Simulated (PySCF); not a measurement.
Species: C₈H₁₀F₂ (charge -1 and doublet state).
Structure used (PBE0-D3(BJ)/def2-SVP), in Å, numbered top down from 1:
```
atom  x, y, z in Å
F1    -3.053    0.069    0.497
C2    -1.982    0.578   -0.196
F3    -2.484    0.967   -1.407
C4    -0.902   -0.442   -0.368
C5    -0.317   -0.928    0.986
C6     1.163   -0.479    0.891
C7     1.182    1.040    0.904
C8     0.833    1.428   -0.445
C9     0.359    0.152   -1.100
C10    1.430   -0.829   -0.591
H11   -1.609    1.468    0.336
H12   -1.348   -1.279   -0.938
H13   -0.424   -2.027    1.079
H14   -0.811   -0.459    1.851
H15    1.809   -0.982    1.632
H16    1.894    1.587    1.544
H17    0.371    2.392   -0.715
H18    0.211    0.194   -2.193
H19    1.230   -1.889   -0.847
H20    2.437   -0.538   -0.927
```

The hyperfine couplings belong to this conformer and change with its torsions.

Identity: `FC(F)[C@@H]1C[C@@H]2[CH-][CH][C@H]1C2` [radical] (charge -1).

The calculation used PySCF 2.14.0, UKS B3LYP, IGLO-III on C F, pcH-1 on H, non-relativistic, mean-field spin-orbit, GIAO. Whether the extra electron is bound in the gas phase wasn't checked; a finite basis holds it in any case. The SCF solution wasn't tested for stability.

Break the g tensor into its mass correction, gauge correction and orbital-Zeeman/spin–orbit terms.

```csv
Δg (ppm),1,2,3
relativistic mass correction,-131,-131,-131
gauge correction,29,47,55
orbital Zeeman/spin–orbit,-51,359,777
total,-153,276,701
```

So g = 2.00217, 2.00259, 2.00302 and g_iso = 2.00259; the tensor is rhombic: the two nearest values differ by 50 % of g3 − g1. 

At 93.818 GHz, how far is the centre of the isotropic spectrum from where a free electron (g = 2.002319) resonates?

B = hν/(g μB) with μB/h = 13.99624 MHz/mT gives 3347.66 mT for the free electron and 3347.20 mT at g_iso, 0.46 mT lower.

What are the electron Larmor frequencies g μB B/h along the three axes at 3350 mT?

93.8764, 93.8965, 93.9165 GHz for g1, g2 and g3, a range of 40.0 MHz.

In a frozen sample, at which fields do the three g values resonate at 9.5, 34, 94 and 263 GHz (hyperfine left aside), and which band first spreads them over more than twice a line width of 0.3 mT?

```csv
band,GHz,B(g3) mT,B(g2) mT,B(g1) mT,spread mT
X,9.5,338.86,338.94,339.01,0.14
Q,34.0,1212.78,1213.04,1213.30,0.52
W,94.0,3352.98,3353.69,3354.41,1.43
J,263.0,9381.21,9383.20,9385.21,4.00
```

The spread grows in proportion to the frequency. W band is the first where it exceeds 0.6 mT.

Largest spin populations (Mulliken): C7 (+0.53) and C8 (+0.42). The angles at C7 add up to 349.8°, so it is slightly pyramidal.

The HOMO–LUMO gaps are 1.93 eV among the α and 4.66 eV among the β orbitals.

The SMILES draws the unpaired electron on C8; the largest computed Mulliken spin population is on C7 (0.53 against 0.42).
